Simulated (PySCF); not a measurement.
F₄OW, SMILES [F][W]([F])([F])(=[O])[F] (connectivity only; charge and spin as stated), charge +1, multiplicity 2. Geometry: PBE-D3(BJ)/def2-SVP. The spin state was assumed, not searched. The isomer is the one that the SMILES or the coordinates give; other isomers of the formula were not compared. The def2 effective core potentials stand for the cores of W; spin–orbit coupling is left out.

All values below come from PBE-D3(BJ)/def2-SVP in PySCF 2.14.0.

Harmonic wavenumbers (cm⁻¹): 108, 163, 169, 211, 217, 246, 261, 631, 710, 758, 775, 776. Rotational constants (GHz): 2.764, 2.387, 2.278; symmetry number 2.

### Question
Work out the zero-point energy and the ideal-gas rigid-rotor harmonic-oscillator thermochemistry at 298.15 K and 1 atm.

### Answer
ZPE = ½ Σ hcν = ½ × 5024 cm⁻¹ = 7.18 kcal/mol. H − E(el) = 12.38 kcal/mol. Entropy in cal/(mol K): translation 42.74, rotation 26.08, vibration 17.10, spin 1.38, total 87.30. G − E(el) = -13.65 kcal/mol. Cp = 24.70 cal/(mol K). Modes under 150 cm⁻¹ make the vibrational entropy uncertain.
